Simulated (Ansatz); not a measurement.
`[SiH3]C1=CCO1` and `OC1=CCO1` differ in one atom or group.

Ansatz, PBE0-D4/def2-TZVP geometries, multiplicity 1. Each molecule was computed in one conformer, which needn't be the lowest.

```csv
property,`[SiH3]C1=CCO1`
HOMO–LUMO gap (PBE0/def2-TZVPP) / eV,6.48
HOMO energy (PBE0/def2-TZVPP) / eV,-6.76
LUMO energy (PBE/def2-TZVPP) / eV,-1.19
size of the dipole moment (B3LYP/def2-TZVPP) / D,1.47
HOMO–LUMO gap (B3LYP/def2-TZVPP) / eV,6.04
LUMO energy (B3LYP/def2-TZVPP) / eV,-0.49
```

Task: What does the change do to each property? (An estimate is asked.)

Result: Computed: 
| property | `OC1=CCO1` | shift |
| --- | --- | --- |
| HOMO–LUMO gap (PBE0/def2-TZVPP) / eV | 7.25 | 0.77 |
| HOMO energy (PBE0/def2-TZVPP) / eV | -6.20 | 0.56 |
| LUMO energy (PBE/def2-TZVPP) / eV | 0.12 | 1.31 |
| size of the dipole moment (B3LYP/def2-TZVPP) / D | 0.62 | -0.85 |
| HOMO–LUMO gap (B3LYP/def2-TZVPP) / eV | 6.63 | 0.59 |
| LUMO energy (B3LYP/def2-TZVPP) / eV | 0.64 | 1.13 |

With PBE0 the HOMO rises by 0.56 eV and the LUMO rises by 1.34 eV, so the gap widens by about 0.78 eV. PBE moves the HOMO by 0.57 eV and ωB97M-V by 0.56 eV. Dipoles are sizes alone; their direction can turn.

B3LYP here is the variant with VWN-RPA as its local correlation; programs differ in this.
